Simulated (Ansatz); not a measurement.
`B[Te]C` + H₂ → `B[TeH]` + CH₄  (hydrogenolysis of a Te–C bond)

Program: Ansatz. Geometries: PBE0-D4/def2-TZVP. ΔE: electronic, gas phase. CCSD(T)/CBS is the MP2 limit (def2-TZVPP, def2-QZVPP) plus CCSD(T) − MP2 in def2-TZVPP, frozen cores. This one scheme is used for every species. DFT in def2-TZVPP. Elements past krypton have def2 core potentials. For Te outer-core shells are correlated without core-valence functions, which leaves a few kJ/mol of doubt a bond.

`B[Te]C`:

```xyz
8

B     0.462   -1.721   -0.231
Te    1.259    0.021    0.593
C    -0.360    1.365    0.187
H    -0.621   -1.697   -0.730
H     1.130   -2.707   -0.176
H    -0.735    1.762    1.127
H    -1.137    0.803   -0.326
H     0.002    2.175   -0.444
```

H₂:

Cartesian coordinates in Å:
```
H 0.265 0.252 0.075
H -0.265 -0.252 -0.075
```

`B[TeH]`:

Cartesian coordinates in Å:
```
B 0.343 -0.638 0.000
Te -0.797 0.885 -0.886
H 0.702 -0.544 1.130
H 0.596 -1.575 -0.690
H -0.844 1.873 0.446
```

CH₄:

Z-matrix (Å, degrees):
```
C
H 1 1.090
H 1 1.090 2 109.5
H 1 1.090 2 109.5 3 -120.0
H 1 1.090 2 109.5 3 120.0
```

CCSD(T)/CBS gives -12.9 kcal/mol.

Problem. Another level gave -15.6 kcal/mol. Which?
A. MP2/def2-TZVPP
B. BHLYP/def2-TZVPP
C. BLYP/def2-TZVPP
D. r2SCAN/def2-TZVPP

Solution. C. BLYP -15.6, r2SCAN -14.5, MP2/def2-TZVPP -12.4, BHLYP -17.9 kcal/mol.

Problem. What do rigid-rotor, harmonic-oscillator terms from PBE0-D4/def2-TZVP frequencies (298.15 K, 1 bar) make of the CCSD(T)/CBS value? (Estimate.)

Solution. Ansatz gave: ΔZPE = +2.9 kcal/mol, ΔH = -10.7 kcal/mol, ΔS = 10 J/(mol·K), ΔG = -11.4 kcal/mol.

Largest T1 diagnostic among the species: 0.015.

Leaving LDA and LC-ωPBE aside and taking each functional with its dispersion term where it has one, the values, not all of them listed here, spread over 4.5 kcal/mol, from B97M-V to revPBE-D4. From PBE to PBE0 (25 % exact exchange), in def2-TZVPP and without D4, ΔE moves by −1.3 kcal/mol. In def2-TZVPP, CCSD(T) changes the Hartree–Fock value by +6.3 kcal/mol (the triples alone add +1.4 kcal/mol) and MP2 by +8.1 kcal/mol.
